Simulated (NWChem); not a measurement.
System: C$_{2}$H$_{7}$NSe; SMILES CN(C)[SeH]

NWChem input:

```
start job
memory heap 200 mb stack 900 mb global 1100 mb
geometry units angstroms noautoz
  Se     0.002383     0.969778     0.069982
  H      0.003410     1.402667    -1.341908
  N      0.001445    -0.851819    -0.296525
  C     -1.209632    -1.539267     0.092516
  C      1.210891    -1.540913     0.094673
  H     -1.198205    -2.552493    -0.345521
  H     -1.337368    -1.653649     1.190176
  H     -2.088905    -1.011389    -0.301401
  H      1.336512    -1.655476     1.192560
  H      1.198862    -2.554131    -0.343366
  H      2.091582    -1.014235    -0.297679
end
basis spherical
  * library 6-31g*
end
dft
  xc b3lyp
  iterations 150
  mulliken
end
task dft energy
```

The geometry was optimised at PBE0/def2-SVP.

**Question.** Predict the main results of this run. (B3LYP/6-31G* (spherical d).) Quantities: energy (Ha); highest occupied level (eV); orbital gap (eV); dipole (D).

**Answer.** 
```
Quantity                       Result
---------------------------  --------
energy (Ha)                  -2536.43
highest occupied level (eV)     -6.03
orbital gap (eV)                 5.75
dipole (D)                       0.89
```
